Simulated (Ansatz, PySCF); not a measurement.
Spin gap between two states, R1 and P1; the higher of the two is an excited state, each structure at its B3LYP-D3(BJ)/def2-TZVP stationary point, reached from a drawn start (curvature not checked).
R1, Cl2Si (SMILES Cl[Si]Cl) (charge 0, multiplicity 1):
```xyz
3

Si     0.0000     0.0000    -0.8816
Cl     1.6233     0.0000     0.4408
Cl    -1.6233     0.0000     0.4408
```
P1, Cl2Si (SMILES Cl[Si]Cl) (charge 0, multiplicity 3, Z-matrix in Å and degrees):
```
Si
Cl 1 2.0628
Cl 1 2.0628 2 118.36
```

```
level                                  spin gap (kcal/mol)  minus CCSD(T)/CBS(cc-pV(T+d)Z, cc-pV(Q+d)Z)  cost
-------------------------------------  -------------------  -------------------------------------------  ----
PBE-D4/def2-TZVPP                                    50.02                                        -3.58    ×1
BLYP-D4/def2-TZVPP                                   54.24                                         0.65    ×1
revPBE-D4/def2-TZVPP                                 49.05                                        -4.54    ×1
r2SCAN-D3(BJ)/def2-TZVPP                             44.09                                        -9.51    ×2
r2SCAN-D4/def2-TZVPP                                 44.08                                        -9.51    ×2
B3LYP/def2-TZVPP                                     52.91                                        -0.69    ×1
B3LYP-D3(BJ)/def2-TZVPP                              53.09                                        -0.50    ×1
BHLYP-D3(BJ)/def2-TZVPP                              51.16                                        -2.44    ×2
CAM-B3LYP/def2-TZVPP                                 52.34                                        -1.25    ×2
B2PLYP/def2-TZVPP                                    52.78                                        -0.82    ×2
B2PLYP-D3(BJ)/def2-TZVPP                             52.87                                        -0.73    ×2
SCS-MP2/cc-pV(Q+d)Z                                  54.92                                         1.32     -
CCSD(T)/cc-pV(D+d)Z                                  52.15                                        -1.45    ×2
CCSD(T)/CBS(cc-pV(T+d)Z, cc-pV(Q+d)Z)                53.60                                         0.00   ×30
```

 The comparison column counts from a level with limits of its own.

P less R. No zero-point or thermal terms; singlets are restricted closed shells; open shells are unrestricted.

Correlated levels freeze the cores. CBS(a, b) extrapolates the correlation energy as X⁻³ and adds the Hartree–Fock energy of set b.

The values were computed with Ansatz (a program for electronic structure); PySCF for the D3/D4 terms. Each number belongs to the level named beside it.

Costs are rough ratios of core time to PBE/def2-TZVPP (about 5 s over the structures, on one shared machine); a dash marks a level with no comparable run of its own.
